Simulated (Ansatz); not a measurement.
This geometry of ClGaH5N (8 atoms, charge 0, multiplicity 1) is a first-order saddle point.

Computed with RHF/def2-SVP (Ansatz 0.2.0).

```xyz
8
Properties=species:S:1:pos:R:3
Ga 0.094 -0.440 -0.205
Cl -0.261 0.075 2.618
H 1.499 0.178 -0.493
H -1.287 -0.033 -0.808
N 0.112 -2.084 0.772
H -0.648 -2.729 0.639
H 0.972 -2.606 0.812
H -0.093 -1.177 2.009
```

**Question.** Which two structures does it join? (They come from a converged band through this point; their orientation in space is the band's.)

**Answer.** Bonds broken: Ga1–Cl2, N5–H8. Bonds formed: Cl2–H8. ClGaH5N becomes ClH + GaH4N.

Initial state:

```xyz
8
Properties=species:S:1:pos:R:3
Ga 0.033 -0.091 0.178
Cl -0.204 0.803 2.206
H 1.476 0.076 -0.424
H -1.292 -0.094 -0.671
N 0.090 -2.132 0.903
H -0.592 -2.732 0.466
H 0.996 -2.559 0.797
H -0.118 -2.088 1.890
```

Final state:

```xyz
8
Properties=species:S:1:pos:R:3
Ga 0.137 -0.551 -0.491
Cl -0.327 -0.048 3.246
H 1.520 0.141 -0.734
H -1.245 -0.078 -1.052
N 0.132 -2.051 0.583
H -0.651 -2.679 0.607
H 0.976 -2.551 0.793
H -0.154 -0.999 2.394
```

**Question.** How far does it lie above each of them?

**Answer.** 2.03 eV above the first and 0.13 eV above the second. This is the barrier of this one path; another mechanism may lie lower. The orbitals stay closed-shell, which can raise the energy where a bond breaks towards radicals; this wasn't checked here.

Run time: 4.7 min on 1 thread of Arm Neoverse V1, on a shared host, peak memory 0.17 GiB.
